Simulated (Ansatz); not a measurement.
Molecule: CH$_{5}$O$_{3}$Si (charge 0, doublet). SMILES: C[Si]([O])(O)O
Geometry from a B3LYP-D3(BJ)/def2-TZVP (Ansatz, a first-principles code) optimisation:
```xyz
10

C      1.7613     0.3270     0.1913
Si    -0.0524    -0.0312    -0.0013
O     -0.0489    -1.4561    -0.8624
O     -0.9405     1.0777    -0.8326
O     -0.7158    -0.1054     1.4900
H      1.8562     1.2903     0.6995
H      2.2685     0.3843    -0.7712
H      2.2488    -0.4333     0.8015
H     -0.9082     1.0401    -1.7922
H     -1.6577     0.0639     1.5740
```
Charge 0, spin multiplicity 2.

Wanted: atomisation energy, in kcal/mol. Set-up: open shells spin-unrestricted; 6-31G* and kin with 6d, 5d where marked; atomisation electronic, to ground-state atoms; no spin-orbit coupling; dispersion terms only where a functional's name holds one; non-relativistic; frozen cores in correlated levels. CBS marks a two-point X^-3 extrapolation of the correlation energy; Hartree-Fock from the larger set. First-principles rows: single points at B3LYP-D3(BJ) geometries (Ansatz).

| species | coefficient | E at B3LYP/6-31G* (Ansatz), Eh | E at wB97X-V/def2-TZVPD (Ansatz), Eh |
|---|---|---|---|
| C[Si]([O])(O)O | -1 | -556.33726 | -556.35985 |
| C atom | +1 | -37.84628 | -37.84665 |
| H atom | +5 | -0.50027 | -0.50049 |
| O atom | +3 | -75.06062 | -75.06921 |
| Si atom | +1 | -289.37173 | -289.31750 |

Coupled cluster (Ansatz) is a level with limits of its own, used here on species with T1 under 0.025 (0.045 for open shells) and stable references: CCSD(T)/CBS(cc-pV(T+d)Z,cc-pV(Q+d)Z). Value to compare with, CCSD(T)/CBS(cc-pV(T+d)Z,cc-pV(Q+d)Z) (Ansatz): 935.8 kcal/mol. 1 Eh = 627.5095 kcal/mol.

**Question.** Work the quantity out at each level, and compare with CCSD(T)/CBS(cc-pV(T+d)Z,cc-pV(Q+d)Z) (Ansatz).

**Answer.** 
- B3LYP/6-31G*: the sum of coefficient times E is 1.43604 Eh, or 901.13 kcal/mol. Result: 901.1 kcal/mol. Its difference against CCSD(T)/CBS(cc-pV(T+d)Z,cc-pV(Q+d)Z) (Ansatz) is -34.7 kcal/mol.
- wB97X-V/def2-TZVPD: the sum of coefficient times E is 1.48562 Eh, or 932.24 kcal/mol. Result: 932.2 kcal/mol. Its difference against CCSD(T)/CBS(cc-pV(T+d)Z,cc-pV(Q+d)Z) (Ansatz) is -3.6 kcal/mol.
